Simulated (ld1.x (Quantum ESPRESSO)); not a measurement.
Results of a calculation; reference values are marked as such.
Potentials for Se compared

Generated with ld1.x 7.5 (TM, RRKJ, ultrasoft, PAW), atompaw 4.2 or ONCVPSP 4.0.1. The cutoff is in Ry: for ld1.x and atompaw files where the sum of valence levels is converged to 10 mRy in a Bessel basis, for ONCV files where the hardest occupied wave has 1 mHa per electron of residual kinetic energy. The error is the largest all-electron minus pseudo excitation energy over each file’s own four to seven test configurations (ionisations up to +4, promotions, holes and added fractions of an electron), all of which were solved. The labels leave out finer settings (local radius, basis sizes, second energies), which also bear on the numbers. Spin-polarised tests are not counted. The rows are a selection from randomly drawn settings: files with unsolved tests, undetermined cutoffs or missed reference levels are left out.

A true bound ghost makes a file unfit for plane-wave use even where its test errors are small: the radial tests pick states by their node count and pass the ghost by.

```tsv
potential	cutoff (Ry)	largest error (meV)	bound ghosts
TM, PBEsol, scalar-relativistic, rc 0.98/1.54/1.58 (spd), local smoothed, core correction no, reference 4s2 4p3	230	-83	s
PAW, LDA (PZ), scalar-relativistic, rc 1.45/1.45/1.15 (spd), local smoothed, core correction yes, reference 3d10 4s1.5 4p4.5	110	-13	s, p
RRKJ, revPBE, scalar-relativistic, rc 1.60/1.90/1.55 (spd), local s, core correction no, reference 4s2 4p4	40	-84	d
TM, LDA (PZ), scalar-relativistic, rc 1.55/1.30 (sp), local s, core correction yes, reference 4s2 4p3	60	-122	p
```

Fill in the row for Se: RRKJ, Wu–Cohen, scalar-relativistic, rc 1.45/1.35/0.95 (spd), local s, core correction yes, reference 3d10 4s2 4p3.

cutoff 260 Ry, largest error -4.1 meV, bound ghosts: p.
